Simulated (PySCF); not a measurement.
Level of theory: PBE-D3(BJ)/def2-TZVP // B3LYP-D3(BJ)/def2-TZVP (PySCF). All species are isolated molecules in the gas phase. 

Reference species (SMILES): `[SnH4]` (neutral, multiplicity 1).

- dipole moment = 0.00 D

Changed species: `[Cl][SnH]([Cl])[Cl]` (whole molecule; the reference has whole molecule).

What does the change do to the dipole moment?

the dipole moment rises by 1.98 D, to 1.98 D.
